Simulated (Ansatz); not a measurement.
One change: `FBB(F)F` becomes `O[SiH2]B(F)F`.

Ansatz, PBE0-D4/def2-TZVP geometries, multiplicity 1. Each molecule was computed in one conformer, which needn't be the lowest.

```csv
property,`FBB(F)F`
HOMO–LUMO gap (B3LYP/def2-TZVPP) / eV,6.85
HOMO energy (B3LYP/def2-TZVPP) / eV,-8.74
LUMO energy (PBE0/def2-TZVPP) / eV,-1.64
HOMO–LUMO gap (ωB97M-V/def2-TZVPP) / eV,11.62
size of the dipole moment (ωB97M-V/def2-TZVPP) / D,0.85
size of the dipole moment (PBE/def2-TZVPP) / D,0.74
```

(1) Give the same properties after the change, and the shifts. (An estimate is asked.)

Answers

(1) Computed: 
```tsv
property	`O[SiH2]B(F)F`	shift
HOMO–LUMO gap (B3LYP/def2-TZVPP) / eV	7.01	0.16
HOMO energy (B3LYP/def2-TZVPP) / eV	-8.33	0.41
LUMO energy (PBE0/def2-TZVPP) / eV	-1.10	0.54
HOMO–LUMO gap (ωB97M-V/def2-TZVPP) / eV	11.70	0.08
size of the dipole moment (ωB97M-V/def2-TZVPP) / D	1.01	0.16
size of the dipole moment (PBE/def2-TZVPP) / D	0.99	0.25
```

With PBE0 the HOMO rises by 0.40 eV and the LUMO rises by 0.54 eV, so the gap widens by about 0.14 eV. PBE moves the HOMO by 0.28 eV and ωB97M-V by 0.47 eV. The zero-point energy changes by 42.1 kJ/mol with +6 modes. Dipoles are sizes alone; their direction can turn.

B3LYP here is the variant with VWN-RPA as its local correlation; programs differ in this.
